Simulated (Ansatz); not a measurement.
Basis sets compared for the cluster Li3Cl3 (the lowest singlet isomer of a short search). Total charge 0; singlet. Geometry PBE-D4/def2-SVP. Ansatz on 4 threads of Arm Neoverse V2 on a shared host; times are rough, and most runs start from earlier orbitals.

```xyz
6

Li    1.203    0.639   -1.331
Li    0.187    0.571    1.807
Li   -1.389   -1.210   -0.476
Cl   -0.238   -0.708   -2.256
Cl    1.723    1.523    0.591
Cl   -1.486   -0.817    1.664
```

The structure comes from a short search, and lower isomers may exist.

Binding counts from free atoms (Li doublet, Cl doublet) in the same basis, without a counterpoise term.

```
                          level  functions  energy (Eh)  HOMO (eV)  LUMO (eV)  binding per atom (eV)  wall time
                      HF/STO-3G         42   -1386.2221     -10.32       3.18                   2.94      0.1 s
                   HF/def2-TZVP        153   -1401.2649     -11.76       0.95                   2.43      0.8 s
                PBE-D4/def2-SVP         81   -1402.4469      -6.81      -1.12                   3.15     0.75 s
               PBE-D4/def2-TZVP        153   -1402.9305      -7.09      -1.22                   3.04      1.1 s
            r2SCAN-D4/def2-TZVP        153   -1403.4634      -7.45      -0.61                   3.06      2.6 s
               PBE0-D4/def2-SVP         81   -1402.5827      -8.24      -0.58                   3.12     0.95 s
PBE0-D4/def2-TZVP (with forces)        153   -1403.0584      -8.49      -0.65                   3.02      2.1 s
```

(1) Estimate the rows for PBE-D4/def2-TZVPD, r2SCAN-D4/def2-TZVPD, PBE0-D4/def2-TZVPD.

Answers

(1) 
```tsv
level	functions	energy (Eh)	HOMO (eV)	LUMO (eV)	binding per atom (eV)	wall time
PBE-D4/def2-TZVPD	189	-1402.9339	-7.10	-1.24	3.04	1.8 s
r2SCAN-D4/def2-TZVPD	189	-1403.4672	-7.42	-0.61	3.07	3.8 s
PBE0-D4/def2-TZVPD	189	-1403.0618	-8.47	-0.69	3.02	2.4 s
```
